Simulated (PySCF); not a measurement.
Cl2Ga, charge +1. Atoms are numbered in the order given.

```xyz
3

Ga     0.0000     0.0000     0.0000
Cl     0.0000     0.0000    -2.0207
Cl     0.0000     0.0000     2.0207
```
Charge +1, spin multiplicity 1.

Geometry: r2SCAN-D4/def2-TZVP. The spin state was assumed, not searched. The isomer is the one that the SMILES or the coordinates give; other isomers of the formula were not compared.

Method: PySCF with PBE/def2-TZVPD.

Isolated molecule, no solvent.

Computed frontier levels, gap, dipole moment and polarisability:
```yaml
highest_occupied_level: -14.43 eV
lowest_empty_level: -9.87 eV
orbital_gap: 4.55 eV
dipole_moment_about_the_centre_of_nuclear_charge: 0.000 e·Å
mean_static_polarisability: 47.1 bohr³ (6.99 Å³)
polarisability_principal_values: 34.0, 34.0, 73.3 bohr³
```
